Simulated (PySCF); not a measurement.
Gas-phase reaction: SnH2 + 3 SnF4 + H2 = 4 SnHF3

Computed with PySCF and rigid-rotor harmonic-oscillator thermochemistry at 1 bar. † marks an energy on the PBE0/def2-TZVP geometry and frequencies; other levels use their own. All species are closed-shell singlets. Sn: scalar-relativistic def2 core potential, no spin-orbit coupling. SnH2, SnHF3: computed as isolated molecules; such fragments, hydroxides, amides, oligomers or adducts are transient or little studied in the gas.

ωB97X-V/def2-TZVP† gives ΔH°(298 K) = -200 kJ.

Problem. What do PBE0/def2-TZVP, r2SCAN/def2-TZVP†, PBE0/def2-QZVP† give?

Solution. PBE0/def2-TZVP: -193 kJ; r2SCAN/def2-TZVP†: -192 kJ; PBE0/def2-QZVP†: -194 kJ. For scale, ΔH°(298 K) is -200 kJ at this level, -192 kJ at ωB97M-V/def2-TZVP†, and runs from -230 to -161 kJ over the 18 levels computed.
